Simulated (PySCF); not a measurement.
PySCF calculation with shielding tensors at PBE0/pcSseg-1 (GIAO) and structure optimised with GFN2-xTB; one conformer, rapidly exchanging positions averaged, non-relativistic, in vacuum.

Referencing at the same level of theory: 1H, 13C against TMS. Acid and N–H amide carbonyl carbons lie up to 10 ppm further downfield in solution (hydrogen bonding). Shifts are as computed. Against solution values, carbons near 30 ppm lie about +3 ppm off and those near 130 ppm about +5 ppm; carbons on Cl a further +6 ppm. Of 1211 compounds with measured shifts, 218 miss one by over three times the rms of a fit or turn the order of signals round; such compounds aren't used in these exercises. Carbons bonded to Cl come out too deshielded. OH and NH positions are gas-phase values without hydrogen bonding to other molecules.

Q: Order these molecules by the shift of their most deshielded carbon, lowest δ first.
A. O=C(O)c1cccc(F)c1
B. O=C1OC(=O)C(Cl)=C1Cl
C. C/C=C\C1=CCC=C1

A: C (149.5 ppm, fully substituted alkene carbon), B (163.5 ppm, anhydride carbonyl carbon), A (172.6 ppm, aromatic carbon bearing fluorine).

Q: Order these molecules by the shift of their most shielded carbon, lowest δ first.
A. O=C(O)c1cccc(F)c1
B. C=CC(C=C)=NN
C. C/C=C\C1=CCC=C1

A: C (19.2 ppm, allylic methyl carbon), B (117.7 ppm, terminal =CH2 carbon), A (123.8 ppm, aromatic CH).

Q: How many 13C and 1H signals does each give (equivalence by symmetry and fast rotation, but not about amide C–N or C=N bonds)? `O=C1OC(=O)C(Cl)=C1Cl`, `C=CC(C=C)=NN`, `O=C(O)c1cccc(F)c1`, `C/C=C\C1=CCC=C1`

A: O=C1OC(=O)C(Cl)=C1Cl: 2 C, 0 H; C=CC(C=C)=NN: 5 C, 7 H; O=C(O)c1cccc(F)c1: 7 C, 5 H; C/C=C\C1=CCC=C1: 8 C, 7 H.
